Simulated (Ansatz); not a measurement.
The cluster Pd4, relaxed as a quintet with UKS r2SCAN-D4/def2-SVP in Ansatz, starting from the r2SCAN-D4/def2-SVP geometry of the neutral singlet. Force threshold 0.02 eV/Å.

In the def2 sets Pd takes a core potential; there is no spin–orbit coupling. The relaxation made no stability test and no search for a lower SCF solution. At r2SCAN-D4/def2-SVP a triplet of charge 0 lies 1.10 eV below the quintet, each at its own geometry. The structure comes from a short search, and lower isomers may exist.

Start:

Cartesian coordinates in Å:
```
Pd -0.5000 -0.6867 1.3387
Pd 1.0024 -0.8065 -0.9265
Pd 0.8024 1.2861 0.4642
Pd -1.3048 0.2070 -0.8764
```

```tsv
step	energy (eV)	largest force component (eV/Å)	SCF passes
1	-13923.9719	0.590	135
2	-13924.0266	0.690	45
3	-13924.0591	0.014	34
4	-13924.0591	0.002	25
5	-13924.0591	0.002	21
6	-13924.0592	0.062	36
7	-13924.0593	0.221	45
8 (rejected)	-13924.0551	0.411	42
9	-13924.0643	0.233	40
10	-13924.0729	0.164	41
11	-13924.0783	0.115	38
12 (rejected)	-13924.0605	0.245	45
13	-13924.0813	0.024	36
14 (rejected)	-13924.0812	0.025	35
15	-13924.0815	0.012	36
```

Force components are those of the run's own axes.

End:

Cartesian coordinates in Å:
```
Pd -0.493 -0.770 1.274
Pd 1.034 -0.837 -0.830
Pd 0.767 1.317 0.372
Pd -1.308 0.291 -0.816
```

By distances, no bond broke or formed. The bond that changes most is Pd1–Pd2, from 2.72 to 2.60 Å (atoms count from 1).

The force fell under the threshold at step 3, but the optimiser went on and released 0.022 eV more. No frequencies were taken in this run, so the end may be a saddle point.

Hardware: 4 threads of Arm Neoverse V1 on a shared host. Wall time 1.9 min.
